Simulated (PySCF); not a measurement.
H4O4Si, SMILES O[Si](O)(O)O. Heavy atoms are numbered as in [OH:1][Si:2]([OH:3])([OH:4])[OH:5]. Hydrogens are named by the atom that carries them.

Coordinates come from a PBE-D3(BJ)/def2-SVP optimisation. The isomer is the one that the SMILES or the coordinates give; other isomers of the formula were not compared. Other conformers were not sampled.

Computed with PBE0/pcSseg-1 run with PySCF.

GIAO shieldings, no solvent; atoms alike by connectivity are averaged. δ = σ(ref) − σ: ¹⁷O against H2O (σ = 334.2 ppm); ²⁹Si against TMS (σ = 352.7 ppm); ¹H against TMS (σ = 31.56 ppm), references at their B3LYP-D3(BJ)/def2-TZVP geometries, non-relativistic.

Computed chemical shifts:
```
nucleus    atoms  count  δ (ppm)
-------  -------  -----  -------
¹⁷O      O1 (OH)      4     52.4
²⁹Si         Si2      1    -57.1
¹H       H on O1      4     2.40
```
